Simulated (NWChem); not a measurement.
System: AgH₃O; SMILES [OH2]->[AgH]

NWChem input:

```
start job
memory heap 200 mb stack 900 mb global 1100 mb
geometry units angstroms noautoz
  Ag     0.001313    -0.296693    -0.054577
  H      0.008077    -1.893236     0.057982
  O     -0.008254     1.964401    -0.153109
  H     -0.780985     2.303980     0.339252
  H      0.761770     2.310501     0.338952
end
basis spherical
  Ag library def2-svp
  H library def2-svp
  O library def2-svp
end
ecp
  Ag library def2-ecp
end
dft
  xc b3lyp
  iterations 150
  mulliken
end
task dft energy
```

Geometry: optimised at PBE-D3(BJ)/def2-SVP. def2 effective core potentials on Ag; no spin-orbit coupling.

Q: Predict the main results of this run. (B3LYP/def2-SVP with def2 effective core potentials on Ag.) Quantities: energy (Ha); highest occupied level (eV); orbital gap (eV); dipole (D).

A: 
```json
{
 "energy (Ha)": "-223.97",
 "highest occupied level (eV)": "-5.96",
 "orbital gap (eV)": "4.79",
 "dipole (D)": "5.88"
}
```
